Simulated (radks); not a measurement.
Results of a calculation; reference values are marked as such.
Problem. The mean radii <r> (bohr) of the occupied orbitals of an atom or ion are listed with their occupations. Level of theory: Dirac Kohn-Sham, BLYP, spin-unpolarised, spherical densities, point nucleus (a radial shooting solver on a logarithmic mesh with Libxc functionals).

| orbital | occ. | <r> |
|---|---|---|
| 1s1/2 | 2 | 0.02722 |
| 2s1/2 | 2 | 0.1167 |
| 2p1/2 | 2 | 0.09845 |
| 2p3/2 | 4 | 0.1041 |
| 3s1/2 | 2 | 0.3138 |
| 3p1/2 | 2 | 0.3040 |
| 3p3/2 | 4 | 0.3156 |
| 3d3/2 | 4 | 0.2865 |
| 3d5/2 | 6 | 0.2901 |
| 4s1/2 | 2 | 0.7394 |
| 4p1/2 | 2 | 0.7719 |
| 4p3/2 | 4 | 0.8001 |
| 4d3/2 | 4 | 0.9098 |
| 4d5/2 | 6 | 0.9209 |
| 5s1/2 | 2 | 1.830 |
| 5p1/2 | 0.666667 | 2.070 |
| 5p3/2 | 1.33333 | 2.141 |

Name the element and its charge. Open shells, if any, are shared by 2j + 1.

Solution. Z = 53, iodine, charge +3: I3+ in [Kr] 4d10 5s2 5p2. The 1s radius gives Z: for a bare nucleus <r> = (2 gamma + 1)/(2Z) with gamma = sqrt(1 - (Z/c)^2), 0.02683 bohr for Z = 53, and screening makes it slightly larger (0.02722 here). The occupations add up to 50, and the charge is Z minus that.
